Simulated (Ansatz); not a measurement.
The molecule Li2+, multiplicity 2 (lowest of 2S+1 = 2, 4 at CCSD(T)/def2-TZVPP on PBE0 minima; our sources give no spin for the ground state, which may be another).

Constants: fifth-degree fit in 1/R to seven points, most abundant isotopes. In def2 and cc sets the state is the lowest found near the PBE0 minimum, followed along R.

Programs: Ansatz (Gaussian orbitals). Each number belongs to the level named beside it.

Energies at BHLYP/def2-TZVPP:

```
R (Å)      E (hartree)
--------  ------------
2.941205  -14.81006377
3.020270  -14.81044669
3.093009  -14.81060433
3.175236  -14.81058873
3.257464  -14.81039656
3.352341  -14.80998991
3.463032  -14.80930970
```

Problem. With a reduced mass of 3.5080 u, find the minimum, the force constant and the constants.

Solution. A fifth-degree polynomial in 1/R puts the minimum at r_e = 3.1269 Å with force constant 12.5 N/m. Then ω_e = (1/2πc)√(k/μ) = 246 cm⁻¹ and B_e = h/(8π²cμr_e²) = 0.4915 cm⁻¹; the cubic and quartic terms give α_e = 0.0059 and ω_e x_e = 1.8 cm⁻¹.

Ansatz is a first-principles code.
